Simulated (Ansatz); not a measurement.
Mulliken charges of CH3F2NSi (`F/C=N/[SiH2]F`) from ωB97M-V/def2-TZVPP in Ansatz (PBE0-D4/def2-TZVP geometry).

```json
{"atom": "F1", "x (Å)": "-1.700", "y (Å)": "1.745", "z (Å)": "1.207", "charge (e)": "-0.158"}
{"atom": "C2", "x (Å)": "-0.966", "y (Å)": "0.687", "z (Å)": "0.861", "charge (e)": "0.123"}
{"atom": "N3", "x (Å)": "-0.220", "y (Å)": "0.719", "z (Å)": "-0.122", "charge (e)": "-0.250"}
{"atom": "Si4", "x (Å)": "0.812", "y (Å)": "-0.480", "z (Å)": "-0.772", "charge (e)": "0.559"}
{"atom": "F5", "x (Å)": "0.760", "y (Å)": "-1.841", "z (Å)": "0.072", "charge (e)": "-0.323"}
{"atom": "H6", "x (Å)": "-1.150", "y (Å)": "-0.129", "z (Å)": "1.565", "charge (e)": "0.123"}
{"atom": "H7", "x (Å)": "2.198", "y (Å)": "0.027", "z (Å)": "-0.722", "charge (e)": "-0.036"}
{"atom": "H8", "x (Å)": "0.359", "y (Å)": "-0.785", "z (Å)": "-2.144", "charge (e)": "-0.036"}
```

**Question.** By hand: the dipole of these point charges (1 e Å = 4.8032 D).

**Answer.** Σ q r = (0.180, -0.033, -0.213) e Å, of length 0.281 e Å = 1.35 D.

**Question.** How does the dipole of the full density compare? (Best estimate.)

**Answer.** The calculation gave: (0.011, -0.147, 0.070) e Å, 0.78 D; the point charges give 1.73 times that, at 100° from its direction.

Point charges leave out the atoms' own dipoles, such as those of lone pairs, and Mulliken's split depends on the basis, so the two needn't agree.
